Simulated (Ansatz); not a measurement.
Sr₃S₄⁻, relaxed as a doublet with UKS PBE-D4/def2-SVPD in Ansatz, starting from the GFN1-xTB geometry. Force threshold 0.02 eV/Å.

In the def2 sets Sr takes a core potential; there is no spin–orbit coupling. The relaxation made no stability test and no search for a lower SCF solution. Another isomer (doublet) lies 0.47 eV lower at PBE0-D4/def2-TZVPD; other spin states weren't run for this one.

Start:

```
atom    x (Å)    y (Å)    z (Å)
 Sr1   0.6205   0.2648   1.1763
 Sr2  -0.9765   2.6473  -1.3064
 Sr3  -0.2245  -2.4394  -0.8189
  S4   2.1771  -1.5424  -0.0684
  S5  -0.8876  -1.9012   1.7103
  S6  -0.9751   0.0448  -1.6161
  S7   0.2661   2.9260   0.9232
```

| step | energy (eV) | largest force component (eV/Å) | SCF passes |
| --- | --- | --- | --- |
| 1 | -45827.4642 | 1.270 | 22 |
| 2 | -45827.8582 | 0.316 | 28 |
| 3 | -45827.8740 | 0.339 | 27 |
| 4 | -45827.9417 | 0.110 | 23 |
| 5 | -45827.9624 | 0.110 | 26 |
| 6 | -45827.9655 | 0.051 | 22 |
| 7 | -45827.9668 | 0.011 | 21 |

Force components are those of the run's own axes.

End:

Cartesian coordinates in Å:
```
Sr 0.546 0.333 1.044
Sr -1.026 2.819 -1.359
Sr -0.275 -2.461 -0.901
S 2.198 -1.861 0.147
S -0.663 -2.179 1.810
S -1.010 0.144 -1.669
S 0.229 3.204 0.927
```

By distances, no bond broke or formed. The bond that changes most is Sr1–S4, from 2.69 to 2.89 Å (atoms count from 1).

No frequencies were taken in this run, so the end may be a saddle point.

It took 29 s on 4 threads of AMD EPYC 7B13 on a shared host.
